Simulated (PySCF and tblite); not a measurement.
Values are calculated unless marked as measured or tabulated.
Stationary points of C7H12Si at GFN2-xTB, in Å:

Structure A

```
 1 C     1.383    1.234    0.339
 2 Si    0.800   -0.569    0.312
 3 C     1.684   -1.532   -1.079
 4 C    -1.117   -0.602   -0.584
 5 C    -1.495    0.713   -0.904
 6 C    -1.809    1.383    0.268
 7 C    -1.676    0.514    1.342
 8 C    -1.243   -0.730    0.864
 9 H     0.897    1.804    1.121
10 H     1.196    1.738   -0.603
11 H     2.451    1.261    0.523
12 H     1.268   -1.226    1.556
13 H     1.522   -1.081   -2.054
14 H     1.349   -2.563   -1.133
15 H     2.753   -1.548   -0.896
16 H    -1.142   -1.431   -1.268
17 H    -1.513    1.129   -1.896
18 H    -2.108    2.414    0.335
19 H    -1.853    0.754    2.375
20 H    -1.346   -1.663    1.386
```

Structure B

```
 1 C     1.589    0.924    0.744
 2 Si    0.979   -0.765    0.132
 3 C     1.729   -1.177   -1.567
 4 C    -0.950   -0.750   -0.029
 5 C    -1.343    0.378   -0.897
 6 C    -1.944    1.324   -0.152
 7 C    -2.047    0.858    1.202
 8 C    -1.509   -0.374    1.284
 9 H     1.152    1.173    1.706
10 H     1.320    1.716    0.051
11 H     2.669    0.934    0.857
12 H     1.327   -1.825    1.098
13 H     1.526   -0.395   -2.294
14 H     1.337   -2.107   -1.966
15 H     2.807   -1.282   -1.494
16 H    -1.251   -1.731   -0.390
17 H    -1.141    0.413   -1.953
18 H    -2.312    2.276   -0.493
19 H    -2.500    1.418    2.002
20 H    -1.443   -1.000    2.155
```

Geometries: GFN2-xTB; energies: PBE0/pcSseg-1 + D3(BJ); zero-point and thermal terms from GFN2-xTB harmonic modes (soft modes blended into free rotors).

Task: Which structure is a saddle point, and along which motion?

Result: A: one imaginary mode (258i cm⁻¹ at GFN2-xTB, mostly on C8, C4, Si2), along the shift of Si2 from C4 to C8.

Task: Give their symmetry and energies above the lowest.

Result: A C1, 13.7 kcal/mol; B C1, 0.0 kcal/mol.

DFT energies on a tight-binding saddle of a bond shift can be off by several kcal/mol.
